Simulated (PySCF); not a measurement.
## Potential energy of HoO along the bond

Set-up: basis Ho x2c-TZVPall, O x2c-TZVPall; spin-free X2C with a Gaussian nucleus; PySCF 2.14. Energies in eV from Ho (4f11 6s2) + O in their ground configurations at the same level. All curves are PBE0. state 1: sextet, about 10.1 electrons in the 4f shell (Mulliken), real f orbitals that mix terms; state 2: Ms = 1.5 determinant of mixed spin, about 10.1 electrons in the 4f shell (Mulliken), real f orbitals that mix terms, a second solution, started from another occupation; state 3: quartet, about 10.9 electrons in the 4f shell (Mulliken), real f orbitals that mix terms, a second solution, started from another occupation.

```
R (Å)  state 1  state 2  state 3
1.540   -3.978   -4.125   -2.018
1.612   -4.964   -5.060   -2.998
1.683   -5.527   -5.578   -3.627
1.737   -5.731   -5.753   -3.917
1.791   -5.787   -5.785   -4.081
1.845   -5.726   -5.704   -4.143
1.916   -5.505   -5.461   -4.102
2.006   -5.072   -5.008   -3.904
2.113   -4.414   -4.336   -3.541
2.257   -3.437   -3.372   -3.047
```

**Question.** Put a parabola through the three lowest points of the state 1 curve and estimate Re, k and ωe (reduced mass 14.58 u; 1 eV/Å² = 0.16022 mdyn/Å; ωe = 1302.8·√(k/μ) cm⁻¹).

**Answer.** Through R = 1.737, 1.791, 1.845 Å the second-order coefficient is 20.1 eV/Å², so Re ≈ 1.790 Å, k ≈ 6.43 mdyn/Å and ωe ≈ 865 cm⁻¹. A polynomial fit of higher order to the unrounded PBE0 energies gives Re = 1.788 Å, k = 6.59 mdyn/Å, ωe = 876 cm⁻¹; anharmonicity and rounding make the difference.

The higher-order fit for each curve: state 1: Re = 1.788 Å, ωe = 876 cm⁻¹, De = 5.79 eV; state 2: Re = 1.777 Å, ωe = 881 cm⁻¹, minimum 5.79 eV below the ground-state fragments; state 3: Re = 1.857 Å, ωe = 711 cm⁻¹, minimum 4.15 eV below the ground-state fragments.

⟨S²⟩ of the unrestricted solution departs from its pure value on part of the curve, where spin states mix. Spin–orbit coupling is left out, which matters for elements this heavy, above all for dissociation energies. The state is the lowest single determinant that the PBE0 search found; with open d or f shells the true ground state can be another one.
